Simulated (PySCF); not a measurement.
## Correlation energy of Cl⁻ (chlorine, charge -1)

[Ar], closed-shell 1S. All numbers are calculated (PySCF 2.14, no relativity, point nucleus, in dyall-acv3z (19s12p6d4f, 113 functions)). Frozen: [Ne]; 8 electrons correlated; the 31 highest virtual orbitals of each spin left out.

| level | correlation energy (mhartree) |
| --- | --- |
| CCSD | -227.29 |
| (T) | -10.20 |
| CCSD(T) | -237.49 |

Diagnostics: T1 = 0.0060, D1 = 0.0093, largest double amplitude 0.032.

Cost of the coupled-cluster step: about 3 core-seconds, for 8 correlated electrons.

Iterations:

```
CC2 = 0
CCSD nocc = 4, nmo = 77
frozen orbitals [0, 1, 2, 3, 4, 82, 83, 84, 85, 86, 87, 88, 89, 90, 91, 92, 93, 94, 95, 96, 97, 98, 99, 100, 101, 102, 103, 104, 105, 106, 107, 108, 109, 110, 111, 112]
max_cycle = 100
direct = 0
conv_tol = 1e-08
conv_tol_normt = 1e-06
diis_space = 8
diis_start_cycle = 0
Init t2, MP2 energy = -459.789424635568  E_corr(MP2) -0.212892895210224
Init E_corr(CCSD) = -0.212892895212104
cycle = 1  E_corr(CCSD) = -0.223018444049246  dE = -0.0101255488  norm(t1,t2) = 0.0267042
cycle = 2  E_corr(CCSD) = -0.226424448230154  dE = -0.00340600418  norm(t1,t2) = 0.00799601
cycle = 3  E_corr(CCSD) = -0.227007865897849  dE = -0.000583417668  norm(t1,t2) = 0.00318947
cycle = 4  E_corr(CCSD) = -0.227320226908548  dE = -0.000312361011  norm(t1,t2) = 0.00111942
cycle = 5  E_corr(CCSD) = -0.22729821823335  dE = 2.20086752e-05  norm(t1,t2) = 0.000361176
cycle = 6  E_corr(CCSD) = -0.227286258311792  dE = 1.19599216e-05  norm(t1,t2) = 6.64047e-05
cycle = 7  E_corr(CCSD) = -0.227288597791124  dE = -2.33947933e-06  norm(t1,t2) = 1.62718e-05
cycle = 8  E_corr(CCSD) = -0.227288831021711  dE = -2.33230587e-07  norm(t1,t2) = 4.04848e-06
cycle = 9  E_corr(CCSD) = -0.22728867914767  dE = 1.51874041e-07  norm(t1,t2) = 9.09564e-07
cycle = 10  E_corr(CCSD) = -0.227288679668067  dE = -5.20396837e-10  norm(t1,t2) = 2.71882e-07
CCSD converged
E(CCSD) = -459.8038204200263  E_corr = -0.2272886796680665
CCSD(T) correction = -0.0101998868081737
```
